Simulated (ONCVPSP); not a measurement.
## Which change was made? (Fe, ONCV)

- Element: iron
- Generator: ONCVPSP 4.0.1
- Type: optimised norm-conserving Vanderbilt (ONCV)
- Functional: LDA (Perdew-Zunger)
- Relativity: scalar-relativistic
- Frozen core: [Ar]
- Valence charge: 8
- Reference configuration: 3d6 4s2
- Partial waves: 4s: rc 2.30 bohr, ncon 4, nbas 8, qcut 3 1/bohr, 1 projector; p scattering state at 0.14 Ha: rc 1.80 bohr, ncon 4, nbas 8, qcut 4.3 1/bohr, 1 projector; 3d: rc 1.00 bohr, ncon 4, nbas 8, qcut 18.9 1/bohr, 2 projectors, debl 1.5 Ha
- Local potential: polynomial inside 0.75 bohr (lpopt 5, dvloc0 4 Ha)
- Core correction: none

Cutoffs, loose and tight: the cutoffs (Ha) at which the residual kinetic energy of the hardest occupied pseudo-wave falls to 1 and 0.1 mHa per electron. They do not see the model core or the augmentation charge, which bear on the density cutoff. Test errors are all-electron minus pseudo excitation energies from the reference, over the configurations 3d6 4s1; 3d6 4s0; 3d5 4s0; 3d5 4s2 4p1; variants that change the core or the reference have their own tests. The largest error is taken over the tests solved by every variant that gives reliable tests at all, those not shown here included: 3d5 4s2 4p1; 3d6 4s0; 3d6 4s1.

The base gives: outcome: generated; cutoff, loose: 109 Ha; cutoff, tight: 127 Ha; bound ghosts: s, p; GHOST(+) flags above zero: none; largest test error (meV): -167.

Problem. After one change the result is: outcome: generated; cutoff, loose: 134 Ha; cutoff, tight: 155 Ha; bound ghosts: s, p; GHOST(+) flags above zero: none; largest test error (meV): -167. Which change was it?
A. d: rc 0.78
B. core [Ne] 3s2, valence charge 14; reference 3p6 3d6 4s1.75 4p0.25; waves now 4s: rc 2.15 bohr, ncon 3, nbas 6, qcut 2.9 1/bohr, 1 projector; 3p+4p: rc 1.55 bohr, ncon 3, nbas 6, qcut 10.2 1/bohr, 3 projectors, debl 1.5 Ha; 3d: rc 1.75 bohr, ncon 4, nbas 9, qcut 9.1 1/bohr, 2 projectors, debl 3.1 Ha; local potential polynomial inside 1.25 bohr (lpopt 5, dvloc0 3 Ha)
C. reference 3d6; wave 4s: rc 2.30 bohr, ncon 4, nbas 8, qcut 3 1/bohr, 1 projector becomes s scattering state at 0.19 Ha: rc 2.30 bohr, ncon 4, nbas 8, qcut 3 1/bohr, 1 projector

Solution. A. The others give: core [Ne] 3s2, valence charge 14; reference 3p6 3d6 4s1.75 4p0.25; waves now 4s: rc 2.15 bohr, ncon 3, nbas 6, qcut 2.9 1/bohr, 1 projector; 3p+4p: rc 1.55 bohr, ncon 3, nbas 6, qcut 10.2 1/bohr, 3 projectors, debl 1.5 Ha; 3d: rc 1.75 bohr, ncon 4, nbas 9, qcut 9.1 1/bohr, 2 projectors, debl 3.1 Ha; local potential polynomial inside 1.25 bohr (lpopt 5, dvloc0 3 Ha) → outcome: generated; cutoff, loose: 33 Ha; cutoff, tight: 36 Ha; bound ghosts: s; GHOST(+) flags above zero: none; largest test error (meV): 3 of 4 tests not solved or not reliable | reference 3d6; wave 4s: rc 2.30 bohr, ncon 4, nbas 8, qcut 3 1/bohr, 1 projector becomes s scattering state at 0.19 Ha: rc 2.30 bohr, ncon 4, nbas 8, qcut 3 1/bohr, 1 projector → outcome: generated, projector energies reset by the program; cutoff, loose: 109 Ha; cutoff, tight: 127 Ha; bound ghosts: s, p; GHOST(+) flags above zero: none; largest test error (meV): -882.
